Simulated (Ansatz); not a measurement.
`[CH3][AlH][N]=C=O` and `O=C=N[SiH2]Cl` differ in one atom or group.

Ansatz, PBE0-D4/def2-TZVP geometries, multiplicity 1. Each molecule was computed in one conformer, which needn't be the lowest.

```
                                                                                  property  `[CH3][AlH][N]=C=O`
                                                     HOMO–LUMO gap (B3LYP/def2-TZVPP) / eV                 6.35
                                                     LUMO energy (ωB97M-V/def2-TZVPP) / eV                 0.34
                                          size of the dipole moment (B3LYP/def2-TZVPP) / D                 2.66
ideal-gas entropy at 298 K and 1 bar (rigid rotor, harmonic PBE0-D4/def2-TZVP) / J/(mol·K)                  367
                                                        HOMO energy (PBE0/def2-TZVPP) / eV                -8.07
                                                         HOMO energy (PBE/def2-TZVPP) / eV                -6.76
```

(1) Give the same properties after the change, and the shifts. (Best estimate.)

Answers

(1) The calculation gave: 
| property | `O=C=N[SiH2]Cl` | shift |
| --- | --- | --- |
| HOMO–LUMO gap (B3LYP/def2-TZVPP) / eV | 8.11 | 1.76 |
| LUMO energy (ωB97M-V/def2-TZVPP) / eV | 1.64 | 1.30 |
| size of the dipole moment (B3LYP/def2-TZVPP) / D | 1.72 | -0.94 |
| ideal-gas entropy at 298 K and 1 bar (rigid rotor, harmonic PBE0-D4/def2-TZVP) / J/(mol·K) | 345 | -22 |
| HOMO energy (PBE0/def2-TZVPP) / eV | -8.89 | -0.82 |
| HOMO energy (PBE/def2-TZVPP) / eV | -7.52 | -0.76 |

With PBE0 the HOMO falls by 0.82 eV and the LUMO rises by 0.95 eV, so the gap widens by about 1.77 eV. PBE moves the HOMO by -0.76 eV and ωB97M-V by -0.83 eV. The zero-point energy changes by -59.9 kJ/mol with -6 modes. Dipoles are sizes alone; their direction can turn. Modes under 60 cm⁻¹, often nearly free rotors, make the harmonic entropy too high.

B3LYP here is the variant with VWN-RPA as its local correlation; programs differ in this.
